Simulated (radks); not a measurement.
Values are calculated unless marked as measured or tabulated.
Problem. Tl II, 80 electrons, occupied as [Xe] 4f14 5d9.75 6s2 7s0.25 (fractional occupations, a model configuration). Code: a radial shooting solver on a logarithmic mesh with Libxc functionals. Model: scalar-relativistic Kohn-Sham, BLYP, spin-polarised, spherical densities, finite nucleus; open shells are filled with parallel spins first (spin-orbit coupling, left out, can overturn this in heavy ions); Fermi nuclear charge, rms radius 5.4759 fm. Some entries of the table are withheld. Estimate them.

orbital  occ.  eigenvalue (eV)  <r^2> (bohr^2)  <1/r> (bohr^-1)
1s up       1        -85598.33       0.0003690            99.39
1s down     1        -85598.33       0.0003690            99.39
2s up       1        -15250.01        0.005606            23.33
2s down     1        -15249.99        0.005606            23.33
2p up       3        -13123.33        0.004754            20.60
2p down     3        -13123.31        0.004754            20.60
3s up       1        -3647.190         0.03608            8.649
3s down     1        -3647.180         0.03608            8.649
3p up       3        -3034.778         0.03727            7.850
3p down     3        -3034.767         0.03727            7.850
3d up       5        -2398.781         0.03087            7.374
3d down     5        -2398.763         0.03087            7.374
4s up       1        -821.1096          0.1731            3.720
4s down     1        -821.0860          0.1731            3.720
4p up       3        -620.2722          0.1982            3.349
4p down     3        -620.2499          0.1981            3.349
4d up       5        -384.4729          0.2233            3.008
4d down     5        -384.4473          0.2233            3.008
5s up       1        -140.4674          0.8612            1.552
5s down     1        -140.3296          0.8608            1.553
4f up       7        -123.5295          0.2629            2.605
4f down     7        -123.4963          0.2628            2.605
5p up       3         -85.5596           1.143              (1)
5p down     3         -85.3959           1.143              (2)
5d up       5         -24.6725           2.203           0.9581
5d down  4.75         -24.5030           2.208           0.9576
6s up       1         -17.6907             (3)              (4)
6s down     1         -17.6063             (5)              (6)
7s up    0.25          -4.6079           42.93           0.2029

Solution. 
(1) 5p up <1/r> (bohr^-1): 1.324
(2) 5p down <1/r> (bohr^-1): 1.324
(3) 6s up <r^2> (bohr^2): 6.280
(4) 6s up <1/r> (bohr^-1): 0.5402
(5) 6s down <r^2> (bohr^2): 6.299
(6) 6s down <1/r> (bohr^-1): 0.5391
